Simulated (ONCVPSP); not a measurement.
LDA (Perdew-Wang 92) ONCV dataset for technetium (Tc), scalar-relativistic all-electron reference.

Tc, optimised norm-conserving Vanderbilt (ONCV), made with ONCVPSP 4.0.1 (LDA (Perdew-Wang 92), scalar-relativistic). Core [Ar] 3d10, reference 4s2 4p6 4d5 5s1.5 5p0.5. Waves: 4s+5s: rc 1.80 bohr, ncon 3, nbas 7, qcut 7 1/bohr, 2 projectors; 4p+5p: rc 2.10 bohr, ncon 4, nbas 8, qcut 5.3 1/bohr, 2 projectors; 4d: rc 2.30 bohr, ncon 5, nbas 9, qcut 6.2 1/bohr, 1 projector. Local part: polynomial inside 1.65 bohr (lpopt 5, dvloc0 0 Ha). Core correction: polynomial model core, fcfact 0.5.

Poles of the logarithmic derivatives, all-electron (AE) and pseudo (PS). s: poles at -2.4 (AE) and -2.4 (PS) Ha. p: poles at -1.5, 3.6 (AE) and -1.5, 3.5 (PS) Ha. d: poles at 0.1, 3.9 (AE) and 0.1, 4.2 (PS) Ha. Test radii: s 1.83, p 2.13, d 2.33 bohr.

- Cutoffs needed: 16 Ha and 19 Ha (the cutoffs (Ha) at which the residual kinetic energy of the hardest occupied pseudo-wave falls to 1 and 0.1 mHa per electron)
- Ghost test: no bound ghost flagged; no localised positive-energy state flagged
- Largest excitation error: -7.0 meV (all-electron minus pseudo) for 4s2 4p6 4d5 5s0 5p0, out of 4 test configurations
- rms error of d²Exc/dni dnj: 3.24 mHa without and 0.99 mHa with the model core
